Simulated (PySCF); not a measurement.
GeH6Sn, SMILES [GeH3][SnH3].

The structure is a stationary point at PBE0-D3(BJ)/def2-TZVP. The def2 effective core potentials stand for the cores of Sn; spin–orbit coupling is left out.

The numbers are results of IEF-PCM-M06-2X/def2-SVP (PySCF 2.14.0), not measurements.

The values are the electrostatic part of the solvation free energy, E(continuum) − E(gas) at the gas-phase geometry, in a cavity of scaled van der Waals radii (PySCF's table); cavitation and dispersion terms are not included. A continuum can't describe solvent molecules that bind to the metal. In vacuum the orbital gap is 9.92 eV. The dipole moment in vacuum is 0.06 D.

Computed values in water (ε = 78.36), toluene (ε = 2.37), dichloromethane (ε = 8.93):
```csv
solvent,ε,ΔG(elec) (kcal/mol),dipole (D),gap (eV)
water,78.36,-0.5,0.09,9.91
toluene,2.37,-0.2,0.07,9.91
dichloromethane,8.93,-0.4,0.08,9.91
```
